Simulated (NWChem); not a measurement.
Species: ZnHF; SMILES [F][ZnH]

```xyz
3

Zn     0.0000     0.0000    -0.3422
H      0.0000     0.0000    -1.8548
F      0.0000     0.0000     1.4006
```
Atoms are numbered in this order, from 1.

Level: PBE0/def2-SVP (NWChem), optimised geometry, unscaled harmonic frequencies. 

Q: List the harmonic frequencies with IR intensities, and the thermochemistry.

A: 
```tsv
frequency (cm⁻¹)	IR intensity (km/mol)
457	105.5
457	105.5
691	46.5
1951	55.1
```

The zero-point energy comes out as 5.1 kcal/mol and the thermal correction to the enthalpy at 298.15 K (with zero-point energy) is 7.6 kcal/mol. The heat capacity Cv is 8.5 cal/(mol K), the entropy at 298.15 K and 1 atm (symmetry number 1) comes out as 55.7 cal/(mol K) and the dipole moment comes out as 2.01 D.

Rigid rotor and harmonic oscillator.
